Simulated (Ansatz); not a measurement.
`C/C=C\[S][AlH2]`. Total charge 0; spin multiplicity 1. All single points use the PBE0-D4/def2-TZVP geometry. It is one conformer, not always the lowest.

```xyz
12

C    -0.816    0.612    1.205
C    -0.829   -0.420    0.135
C     0.177   -1.258   -0.205
S     1.858   -1.137    0.348
Al    1.354    0.386   -1.201
H    -1.483    0.286    2.010
H    -1.196    1.569    0.844
H     0.182    0.753    1.618
H    -1.781   -0.590   -0.365
H    -0.034   -2.039   -0.933
H     1.150    1.882   -0.734
H     1.417   -0.044   -2.721
```

What is the dipole moment at B3LYP/def2-TZVPP? (Estimate.)

The calculation gave: 2.43 D, with components (-2.38, 0.29, 0.38) D in this frame, pointing from negative to positive charge.

And with PBE, r2SCAN, ωB97M-V? (Estimate.)

The calculation gave: PBE 2.40 D, r2SCAN 2.51 D, ωB97M-V 2.47 D.

Give the Mulliken charges with B3LYP, ωB97M-V, r2SCAN in def2-TZVPP. (Estimate.)

Computed: 
| atom | B3LYP | ωB97M-V | r2SCAN |
| --- | --- | --- | --- |
| C1 | -0.21 | -0.27 | -0.10 |
| C2 | -0.10 | -0.10 | -0.08 |
| C3 | -0.07 | -0.13 | -0.03 |
| S4 | -0.26 | -0.21 | -0.28 |
| Al5 | 0.39 | 0.32 | 0.42 |
| H6 | 0.10 | 0.12 | 0.06 |
| H7 | 0.10 | 0.13 | 0.07 |
| H8 | 0.10 | 0.12 | 0.07 |
| H9 | 0.13 | 0.13 | 0.10 |
| H10 | 0.13 | 0.14 | 0.10 |
| H11 | -0.15 | -0.13 | -0.17 |
| H12 | -0.15 | -0.12 | -0.17 |

B3LYP here is the variant with VWN-RPA as its local correlation; programs differ in this.
